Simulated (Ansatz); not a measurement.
Reactions of C3H7NO, SMILES `COC(C)=N`.

Program: Ansatz. Geometries: PBE0-D4/def2-TZVP. ΔE: electronic, gas phase. CCSD(T)/CBS is the MP2 limit (def2-TZVPP, def2-QZVPP) plus CCSD(T) − MP2 in def2-TZVPP, frozen cores. This one scheme is used for every species. DFT in def2-TZVPP. B3LYP here is the variant with VWN-RPA as its local correlation; programs differ in this. Triplets are unrestricted, without spin–orbit coupling. One conformer a species, not always the lowest.

```tsv
reaction	CCSD(T)/CBS(def2) (kcal/mol)
`COC(C)=N` → `[CH2]` (triplet) + `COC=N`	109.7
`COC(C)=N` → `[CH2]` (triplet) + `CC(=N)O`	93.4
`COC(C)=N` → `C=C(O)NC`	?
`COC(C)=N` → `CC(N)C=O`	2.1
`COC(C)=N` + `C=N` → `C=NC(=N)OC` + CH₄	?
`COC(C)=N` → `C/C=C(\N)O`	2.9
`COC(C)=N` → `CCC(N)=O`	-21.2
`COC(C)=N` → `CNC(C)=O`	-15.7
`COC(C)=N` + `C=C1N[SiH2]1` → `C=C1[SiH2]N1C` + `COC=N`	?
```

(1) Fill in the missing values. (Best estimate.)

Largest T1 diagnostic: 0.014, for `C=NC(=N)OC`.

Results:

(1) The calculation gave: `COC(C)=N` → `C=C(O)NC`: +8.0 kcal/mol; `COC(C)=N` + `C=N` → `C=NC(=N)OC` + CH₄: -1.2 kcal/mol; `COC(C)=N` + `C=C1N[SiH2]1` → `C=C1[SiH2]N1C` + `COC=N`: +9.6 kcal/mol.
